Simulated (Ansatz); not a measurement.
Job for Ansatz (a program for electronic structure): R-PBE/def2-TZVPPD on H5N (a complex), monomers drawn apart or pushed together. Files ending in .json are basis or fitting sets from the Basis Set Exchange.

Ansatz 0.2 input:
```yaml
crystal:
  periodic: [false, false, false]
  atoms:
    - {symbol: N, position_ang: [0.01522322, -0.00224475, -0.13802728]}
    - {symbol: H, position_ang: [-0.71300871, 0.61806576, -0.47296942]}
    - {symbol: H, position_ang: [0.89789972, 0.34402507, -0.49617708]}
    - {symbol: H, position_ang: [-0.14559084, -0.91232292, -0.55419199]}
    - {symbol: H, position_ang: [0.02333790, -0.22386014, 3.51688031]}
    - {symbol: H, position_ang: [0.02370636, -0.27274012, 4.26326557]}
basis:
  gaussian:
    orbitals: def2-TZVPPD.json
hamiltonian:
  xc: {name: PBE}
scf: {lower_state_search: off}
```

Problem. What total energy does the run end on?

Solution. -57.6795 hartree.
